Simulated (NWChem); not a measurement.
# CH$_{2}$NS, doublet; SMILES S=[C]N

All runs: NWChem. Pople sets run with spherical d functions. Spin-unrestricted. In the optimisation the excess spin sits in a' (Cs, its own frame). No stability test was run on the SCF state. Each level has its own optimisation; frequencies are unscaled. One conformer.

| level | basis functions | r C–N (Å) | r C–S (Å) | highest harmonic frequency (cm⁻¹) | lowest (cm⁻¹) | zero-point energy (kcal/mol) | dipole (D) | relative time |
|---|---|---|---|---|---|---|---|---|
| PBE0/STO-3G | 21 | 1.360 | 1.598 | 3873 | 321 | 20.4 | 2.75 | 1 |
| PBE0/3-21G | 35 | 1.311 | 1.650 | 3579 | 354 | 19.9 | 4.65 | 2 |
| PBE0/6-31G* | 50 | 1.313 | 1.601 | 3672 | 374 | 19.9 | 4.12 | 4 |
| PBE0/6-31+G* | 62 | 1.316 | 1.599 | 3674 | 377 | 19.9 | 3.99 | 6 |
| PBE0/6-311G** | 74 | 1.311 | 1.598 | 3675 | 378 | 19.8 | 4.02 | 7 |
| PBE0/6-311++G** | 88 | 1.313 | 1.595 | 3676 | 378 | 19.8 | 3.85 | 10 |

The last column is a rough cost ratio, cheapest run = 1.
